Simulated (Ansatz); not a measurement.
Reaction (formal exchange of groups at the Se–C bond): `N=COC[SeH]` + `[NH2][GaH2]` → `[NH2][GaH][SeH]` + `COC=N`

Calculated with Ansatz (gas phase, PBE0-D4/def2-TZVP geometries, no zero-point term in ΔE). CCSD(T)/CBS adds triple-zeta CCSD(T) − MP2 to the extrapolated MP2 energy (def2 sets, frozen cores). Functionals use def2-TZVPP. B3LYP here is the variant with VWN-RPA as its local correlation; programs differ in this. For Ga, Se outer-core shells are correlated without core-valence functions, which leaves a few kJ/mol of doubt a bond. Scalar relativity is left out up to krypton. One conformer a species, not always the lowest.

```json
{"level": "PBE-D4", "ΔE (kcal/mol)": "-39.1", "difference from CCSD(T)/CBS": "2.0"}
{"level": "r2SCAN-D4", "ΔE (kcal/mol)": "-41.1", "difference from CCSD(T)/CBS": "0.0"}
{"level": "PBE0-D4", "ΔE (kcal/mol)": "-41.1", "difference from CCSD(T)/CBS": "0.0"}
{"level": "B3LYP-D4", "ΔE (kcal/mol)": "-40.4", "difference from CCSD(T)/CBS": "0.7"}
{"level": "ωB97X-V", "ΔE (kcal/mol)": "-40.1", "difference from CCSD(T)/CBS": "1.0"}
{"level": "ωB97M-V", "ΔE (kcal/mol)": "-40.2", "difference from CCSD(T)/CBS": "0.9"}
{"level": "B2PLYP", "ΔE (kcal/mol)": "-40.9", "difference from CCSD(T)/CBS": "0.2"}
{"level": "PBE", "ΔE (kcal/mol)": "-39.3", "difference from CCSD(T)/CBS": "1.8"}
{"level": "r2SCAN", "ΔE (kcal/mol)": "-41.3", "difference from CCSD(T)/CBS": "-0.2"}
{"level": "PBE0", "ΔE (kcal/mol)": "-41.3", "difference from CCSD(T)/CBS": "-0.2"}
{"level": "B3LYP", "ΔE (kcal/mol)": "-40.7", "difference from CCSD(T)/CBS": "0.4"}
{"level": "HF/def2-TZVPP", "ΔE (kcal/mol)": "-44.5", "difference from CCSD(T)/CBS": "-3.4"}
{"level": "MP2/def2-TZVPP", "ΔE (kcal/mol)": "-41.1", "difference from CCSD(T)/CBS": "0.0"}
{"level": "SCS-MP2/def2-TZVPP", "ΔE (kcal/mol)": "-40.5", "difference from CCSD(T)/CBS": "0.6"}
{"level": "CCSD/def2-TZVPP", "ΔE (kcal/mol)": "-40.8", "difference from CCSD(T)/CBS": "0.3"}
{"level": "CCSD(T)/def2-TZVPP", "ΔE (kcal/mol)": "-40.1", "difference from CCSD(T)/CBS": "1.0"}
{"level": "HF/def2-QZVPP", "ΔE (kcal/mol)": "-44.2", "difference from CCSD(T)/CBS": "-3.1"}
{"level": "MP2/def2-QZVPP", "ΔE (kcal/mol)": "-41.6", "difference from CCSD(T)/CBS": "-0.5"}
{"level": "SCS-MP2/def2-QZVPP", "ΔE (kcal/mol)": "-40.9", "difference from CCSD(T)/CBS": "0.2"}
{"level": "HF/CBS(def2)", "ΔE (kcal/mol)": "-44.2", "difference from CCSD(T)/CBS": "-3.1"}
{"level": "MP2/CBS(def2)", "ΔE (kcal/mol)": "-42.1", "difference from CCSD(T)/CBS": "-1.0"}
{"level": "CCSD/CBS(def2)", "ΔE (kcal/mol)": "-41.8", "difference from CCSD(T)/CBS": "-0.7"}
{"level": "CCSD(T)/CBS", "ΔE (kcal/mol)": "-41.1", "difference from CCSD(T)/CBS": "0"}
```

Largest T1 diagnostic among the species: 0.014.

From PBE to PBE0 (25 % exact exchange), in def2-TZVPP and without D4, ΔE moves by −2.0 kcal/mol. In def2-TZVPP, CCSD(T) changes the Hartree–Fock value by +4.4 kcal/mol (the triples alone add +0.7 kcal/mol) and MP2 by +3.4 kcal/mol.
